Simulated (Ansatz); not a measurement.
Relaxation of BCl2H3O (7 atoms, charge 0, multiplicity 1), to a largest force component of 0.03 eV/Å in at most 50 steps.

The calculation used Ansatz, RKS PBE-D4/6-31G*.

```xyz
7
Properties=species:S:1:pos:R:3:forces:R:3
B -0.018 -0.271 0.112 -0.04 -0.47 0.80
O 0.019 -0.480 1.477 -0.08 -0.20 -0.82
H -0.885 -0.434 1.853 0.03 0.00 -0.01
Cl 1.488 -0.381 -0.788 -0.01 0.00 0.01
Cl -1.552 0.022 -0.736 0.00 0.00 -0.01
H 0.289 2.056 0.624 -0.04 1.10 -1.27
H 0.326 1.707 1.244 0.13 -0.43 1.31
```

Q: Where does it end, and by what steps?

A: It converged. The force dipped under the threshold on the way, but the program's further checks kept it going. After 21 steps the energy has fallen by 0.230 eV; H6 moved furthest, 1.08 Å.

```tsv
step	energy less start (eV)	largest force component (eV/Å)	accepted
0	0.0000	1.310	yes
1	-0.1438	0.451	yes
2	-0.1846	0.530	yes
3	-0.2146	0.284	yes
4	-0.2176	0.202	yes
5	-0.2184	0.212	yes
6	-0.2212	0.079	yes
7	-0.2222	0.037	yes
8	-0.2231	0.009	yes
9	-0.1797	1.268	no
10	-0.2239	0.028	yes
11	-0.2229	0.291	no
12	-0.2244	0.093	yes
13	-0.2234	0.175	no
14	-0.2251	0.039	yes
15	-0.2256	0.023	yes
16	-0.2261	0.042	yes
17	-0.2267	0.130	yes
18	-0.2273	0.127	yes
19	-0.2283	0.174	yes
20	-0.2284	0.195	yes
21	-0.2305	0.014	yes
```

```xyz
7
Properties=species:S:1:pos:R:3
B -0.050 -0.639 -0.041
O 0.058 -0.486 1.302
H -0.805 -0.264 1.708
Cl 1.400 -1.046 -0.950
Cl -1.606 -0.437 -0.878
H 0.266 2.912 1.278
H 0.402 2.179 1.367
```

Run time: 40 s on 1 thread of Arm Neoverse V2, with other jobs on the host, peak memory 0.13 GiB.
